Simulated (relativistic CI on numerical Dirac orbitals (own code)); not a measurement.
What each ingredient does to the levels of Sm¹⁵⁺

Base calculation: Dirac-Coulomb-Breit CI, orbitals from a KLI potential per configuration, model QED, unscaled Slater integrals.

Configuration list (outside the closed core [Ar] 3d10 4s2): 4p⁶4d¹⁰4f, 4p⁶4d¹⁰5s, 4p⁶4d¹⁰5p, 4p⁶4d⁹4f², 4p⁶4d¹⁰5d, 4p⁶4d⁹5s², 4p⁶4d¹⁰6s, 4p⁶4d¹⁰5f, 4p⁶4d⁹5s5p, 4p⁶4d⁹4f5s, 4p⁶4d¹⁰6p, 4p⁵4d¹⁰4f², 4p⁶4d⁹5p², 4p⁶4d¹⁰5g, 4p⁶4d¹⁰6d, 4p⁶4d⁹5s5d. Levels of other configurations are missing.

The lowest level and the first level of each name with at least 55 % of one term (blank where a level has no safe partner in the second run):

| Level | Base (cm⁻¹) | Shift (cm⁻¹) |
| --- | --- | --- |
| 4p⁶4d¹⁰4f ²F°5/2 | 0 | 0 |
| 4p⁶4d¹⁰4f ²F°7/2 | 6251 | -9 |
| 4p⁶4d¹⁰5s ²S1/2 | 65977 | -889 |
| 4p⁶4d¹⁰5p ²P°1/2 | 268164 | +4473 |
| 4p⁶4d¹⁰5p ²P°3/2 | 332037 | +4359 |
| 4p⁶4d¹⁰5d ²D3/2 | 670190 | -864 |
| 4p⁶4d¹⁰5d ²D5/2 | 682079 | -812 |
| 4p⁶4d⁹4f² ⁴F3/2 | 1022637 | -1235 |
| 4p⁶4d⁹4f² ⁴F5/2 | 1024885 | -1233 |
| 4p⁶4d⁹4f² ⁴F7/2 | 1028906 | -1234 |
| 4p⁶4d⁹4f² ⁴F9/2 | 1035300 | -1233 |
| 4p⁶4d¹⁰6s ²S1/2 | 1045933 | -825 |
| 4p⁶4d⁹4f² ⁴D5/2 | 1051167 | -1210 |
| 4p⁶4d⁹4f² ⁴K17/2 | 1053140 | -1236 |

At this charge transitions that keep the count of f electrons are usually good to a few per cent. Terms inside the open d or f shell come out 10 to 20 % too wide with unscaled integrals. Levels and lines within the n = 5 or 6 shells can be off by up to 10 % or somewhat more, and those that change n by about 2 %, since core polarisation is missing. Levels that differ in their count of f electrons can be misplaced by several ten thousand cm⁻¹, since the correlation energy of f electrons is missing or only estimated; rates across such gaps can be off by orders of magnitude.

One thing was changed in a second run, which moved the levels as shown. Which?
A. valence Slater integrals scaled by 0.9
B. QED terms removed
C. Breit term removed
D. configuration mixing switched off

D. Configuration mixing switched off. Without mixing, levels that were pushed by configurations of the same parity and J return to their single-configuration places.

LS names give the leading component of a level, which can be under half, so a name can repeat, a term be missing and a line seem to break the LS rules.
